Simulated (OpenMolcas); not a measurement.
**Fe III: effect of the basis set**

* Program: OpenMolcas 26.06
* Method: RASSCF
* Active space: 12 electrons in 8 orbitals (RAS1 3p, at most 2 holes; RAS2 3d)
* State averaging: 2S+1 = 5 even, 5 roots; 2S+1 = 3 even, 45 roots; 2S+1 = 1 even, 44 roots
* Spin-orbit coupling: state interaction with AMFI integrals over the reference wave functions, term energies averaged over their components

A. ANO-RCC-VTZP [6s5p3d2f1g], DKH2, point nucleus; cost roughly 40 core-seconds
B. ANO-R2 [6s5p4d2f1g], X2C, finite nucleus; cost roughly 70 core-seconds
C. ANO-RCC-VQZP [7s6p4d3f2g1h], DKH2, point nucleus; cost about 50 core-seconds

Energies in cm-1 above 3d6 5D4, the measured ground level; measured values from Corliss and Sugar, J. Phys. Chem. Ref. Data 11, 135 (1982).

```tsv
Level	A	B	C	Measured
3d6 5D4	0.0	0.0	0.0	0.0
3d6 5D3	439	439	436	436
3d6 5D2	749	748	743	739
3d6 5D1	948	947	941	932
3d6 5D0	1046	1045	1038	1027
3d6 3P2(1)	21358	21446	21455	19405
3d6 3P1(1)	22659	22751	22751	20688
3d6 3P0(1)	23196	23289	23285	21208
3d6 3H6	24167	24259	24273	20051
3d6 3F4(1)	24286	24380	24391	
3d6 3H5	24384	24476	24488	20301
3d6 3F3(1)	24597	24693	24700	21700
3d6 3H4	24605	24698	24708	
3d6 3F2(1)	24764	24860	24866	21857
3d6 3G5	28668	28772	28781	24559
3d6 3G4	29026	29132	29138	24941
3d6 3G3	29211	29317	29322	25142
3d6 1G4(1)	34075	34199	34209	30886
3d6 3D1	34953	35075	35078	
3d6 3D2	34979	35101	35104	
3d6 3D3	35114	35236	35238	30858
3d6 1S0	36241	36373	36376	34812
3d6 1I6	36278	36403	36419	30356
3d6 1D2	41454	41596	41600	35804
```

Deviations, from unrounded energies. A percentage is the sum of absolute deviations over the sum of measured energies, with the sign that they share, or ± where signs differ.

| Against measurement | Levels | A | B | C |
| --- | --- | --- | --- | --- |
| mean absolute deviation (cm-1) | 19 | 2800 | 2900 | 2900 |
| fine structure of the ground term (%) | 4 | +1.5 | +1.4 | ±0.7 |
| other terms of the ground configuration (%) | 15 | +13.8 | +14.2 | +14.2 |

A, B, C lie about equally close to measurement. The largest miss of A in the table is 3d6 1I6, by +5900 cm-1. The ranking rests on the paired levels alone, and a cruder setting can come out closer through cancelling errors.

Among A to C the level of the table that moves most is 3d6 1D2, by 150 cm-1 (lowest in A, highest in C).

Without dynamic correlation excited terms often stand tens of per cent too high (terms of higher spin than the ground term too low), and those without a measured partner can miss by more than the paired ones. Active for correlation alone: 3p; no level in the range computed is led by a configuration that opens it, so any true level of that kind is missing. Computed and measured levels are paired by configuration, term and J; levels that our copy of the source lacks, or whose pairing is in doubt (as where it misses far off the trend of its configuration), stay unpaired and out of the deviations. Levels of configurations outside the active space are missing. Levels that lie high or do not pair safely by name in every column are left out.

A number in round brackets counts repeated terms of one configuration in the order of the reference energies.
